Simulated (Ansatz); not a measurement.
C2H5FGeO can be A, `C[C@H]1[O][Ge@@H]1[F]`, or B, `[CH3][GeH]([F])[CH]=O`.

Isolated molecules relaxed with PBE0-D4/def2-TZVP in Ansatz; ΔE leaves out vibrations. CCSD(T)/CBS adds triple-zeta CCSD(T) − MP2 to the extrapolated MP2 energy (def2 sets, frozen cores). DFT in def2-TZVPP. B3LYP here is the variant with VWN-RPA as its local correlation; programs differ in this. For Ge outer-core shells are correlated without core-valence functions, which leaves a few kJ/mol of doubt a bond. Scalar relativity is left out up to krypton. One conformer a species, not always the lowest.

(1) Which isomer does CCSD(T)/CBS put lower? Give the gap. (Estimate.)

(2) Give E(B) − E(A) in kcal/mol with HF/def2-TZVPP, PBE0-D4, CCSD/def2-TZVPP, B3LYP-D4, ωB97M-V, CCSD(T)/def2-TZVPP, B2PLYP. (Best estimate.)

Largest T1 diagnostic: 0.014.

Answers

(1) The calculation gave: B, by 13.1 kcal/mol.

(2) Ansatz gave: HF/def2-TZVPP -24.3, PBE0-D4 -12.9, CCSD/def2-TZVPP -16.5, B3LYP-D4 -16.5, ωB97M-V -15.1, CCSD(T)/def2-TZVPP -15.2, B2PLYP -15.5. None reverses the order clearly.

From PBE to PBE0 (25 % exact exchange), in def2-TZVPP and without D4, E(B) − E(A) moves by −0.8 kcal/mol. In def2-TZVPP, CCSD(T) changes the Hartree–Fock value by +9.1 kcal/mol (the triples alone add +1.4 kcal/mol) and MP2 by +11.3 kcal/mol.
